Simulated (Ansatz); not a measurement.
CH₃BBrFO, SMILES `OCB(F)Br`, relaxed with RKS PBE-D4/def2-SVP in Ansatz 0.2.0 from a rough embedded geometry. The force threshold is 0.03 eV/Å; the program also tests the step.

Total charge 0; spin multiplicity 1.

Start:

```xyz
8

O    -0.180   -1.473   -0.227
C    -0.245   -0.171   -0.595
B     0.345    0.781    0.546
F    -0.370    1.856    1.077
Br    2.268    0.574    1.115
H    -0.963   -1.649    0.444
H     0.388   -0.061   -1.532
H    -1.244    0.144   -0.827
```

```tsv
step	energy (eV)	largest force (eV/Å)	largest move (Å)
1	-76543.0927	3.983	0.000
2	-76543.4017	1.364	0.145
3	-76543.4922	1.447	0.092
4	-76543.5442	0.363	0.124
5	-76543.5614	0.210	0.036
6	-76543.5814	0.177	0.124
7	-76543.6053	0.478	0.195
8	-76543.6178	0.746	0.196
9	-76543.6626	0.502	0.103
10	-76543.6734	0.561	0.199
11	-76543.7052	0.328	0.107
12	-76543.7167	0.279	0.081
13	-76543.7276	0.222	0.110
14	-76543.7327	0.213	0.069
15	-76543.7345	0.149	0.077
16	-76543.7354	0.139	0.026
17	-76543.7363	0.031	0.013
18	-76543.7363	0.031	0.000
19 (rejected)	-76543.7361	0.071	0.009
20	-76543.7364	0.022	0.002
```

End:

```xyz
8

O    -0.196   -1.525   -0.462
C    -0.411   -0.137   -0.554
B     0.372    0.810    0.422
F     0.317    2.131    0.303
Br    1.401    0.068    1.887
H     0.204   -1.694    0.413
H    -0.190    0.210   -1.594
H    -1.496    0.138   -0.414
```

Run time 23 s (4 threads of an Arm Neoverse V2 on a shared host); peak host memory 0.18 GiB.
